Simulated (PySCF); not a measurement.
Orbital picture of CuCl⁺

PBE0 at R = 2.062 Å; Cu cc-pVDZ-PP with ECP10, Cl cc-pV(D+d)Z; scalar-relativistic core potentials (PySCF 2.14). State: ²Π (doublet), unpaired electrons π ↑. Only the outer orbitals are listed, counted within each symmetry, core potentials removing the inner ones.

```json
{"spin": "α", "orbital": "7σ", "occ.": "1", "ε (eV)": "-18.95", "on Cu (%)": "59", "main shells (%)": "55 Cu d, 38 Cl p"}
{"spin": "α", "orbital": "3π", "occ.": "1", "ε (eV)": "-18.90", "on Cu (%)": "83", "main shells (%)": "83 Cu d, 17 Cl p"}
{"spin": "α", "orbital": "3π", "occ.": "1", "ε (eV)": "-17.98", "on Cu (%)": "84", "main shells (%)": "84 Cu d, 16 Cl p"}
{"spin": "α", "orbital": "1δ", "occ.": "1", "ε (eV)": "-17.53", "on Cu (%)": "98", "main shells (%)": "98 Cu d"}
{"spin": "α", "orbital": "1δ", "occ.": "1", "ε (eV)": "-17.53", "on Cu (%)": "100", "main shells (%)": "100 Cu d"}
{"spin": "α", "orbital": "4π", "occ.": "1", "ε (eV)": "-16.81", "on Cu (%)": "19", "main shells (%)": "81 Cl p, 18 Cu d"}
{"spin": "α", "orbital": "8σ", "occ.": "1", "ε (eV)": "-16.31", "on Cu (%)": "59", "main shells (%)": "44 Cu d, 41 Cl p, 13 Cu s"}
{"spin": "α", "orbital": "4π", "occ.": "1", "ε (eV)": "-15.75", "on Cu (%)": "19", "main shells (%)": "81 Cl p, 17 Cu d"}
{"spin": "α", "orbital": "9σ", "occ.": "0", "ε (eV)": "-9.46", "on Cu (%)": "93", "main shells (%)": "77 Cu s, 15 Cu p"}
{"spin": "α", "orbital": "5π", "occ.": "0", "ε (eV)": "-5.53", "on Cu (%)": "98", "main shells (%)": "98 Cu p"}
{"spin": "α", "orbital": "5π", "occ.": "0", "ε (eV)": "-5.35", "on Cu (%)": "98", "main shells (%)": "98 Cu p"}
{"spin": "β", "orbital": "7σ", "occ.": "1", "ε (eV)": "-18.68", "on Cu (%)": "60", "main shells (%)": "56 Cu d, 36 Cl p"}
{"spin": "β", "orbital": "3π", "occ.": "1", "ε (eV)": "-17.67", "on Cu (%)": "83", "main shells (%)": "83 Cu d, 17 Cl p"}
{"spin": "β", "orbital": "1δ", "occ.": "1", "ε (eV)": "-17.22", "on Cu (%)": "96", "main shells (%)": "96 Cu d"}
{"spin": "β", "orbital": "1δ", "occ.": "1", "ε (eV)": "-17.19", "on Cu (%)": "100", "main shells (%)": "100 Cu d"}
{"spin": "β", "orbital": "3π", "occ.": "1", "ε (eV)": "-16.19", "on Cu (%)": "66", "main shells (%)": "65 Cu d, 33 Cl p"}
{"spin": "β", "orbital": "8σ", "occ.": "1", "ε (eV)": "-16.05", "on Cu (%)": "61", "main shells (%)": "45 Cu d, 39 Cl p, 14 Cu s"}
{"spin": "β", "orbital": "4π", "occ.": "1", "ε (eV)": "-15.41", "on Cu (%)": "20", "main shells (%)": "80 Cl p, 18 Cu d"}
{"spin": "β", "orbital": "4π", "occ.": "0", "ε (eV)": "-12.55", "on Cu (%)": "38", "main shells (%)": "62 Cl p, 35 Cu d"}
{"spin": "β", "orbital": "9σ", "occ.": "0", "ε (eV)": "-9.35", "on Cu (%)": "92", "main shells (%)": "76 Cu s, 15 Cu p"}
{"spin": "β", "orbital": "5π", "occ.": "0", "ε (eV)": "-5.38", "on Cu (%)": "96", "main shells (%)": "96 Cu p"}
```

Question: Which are the highest filled and the lowest empty level, where do they sit, and how wide is the gap?

Answer: Highest filled β 4π at -15.41 eV (in %: 80 Cl p, 18 Cu d); lowest empty β 4π at -12.55 eV (in %: 62 Cl p, 35 Cu d); the gap at PBE0 is 2.86 eV. Both belong to one degenerate shell, split only by its one-sided filling, so this is no excitation gap.

The bond order (Mayer) is 1.32, the ⟨S²⟩ is 0.756 and the charge on Cu (Mulliken, basis-dependent) is 0.82. The charge on Cu (Löwdin, basis-dependent) is 0.61. The dipole moment (positive dipole points towards Cl; it is taken about the centre of mass and depends on that origin) is -3.23 D, the polarisability along the bond is 44.7 bohr³ and the polarisability across the bond is 15.4 bohr³.

The state is the lowest single determinant that the PBE0 search found; with open d or f shells the true ground state can be another one.
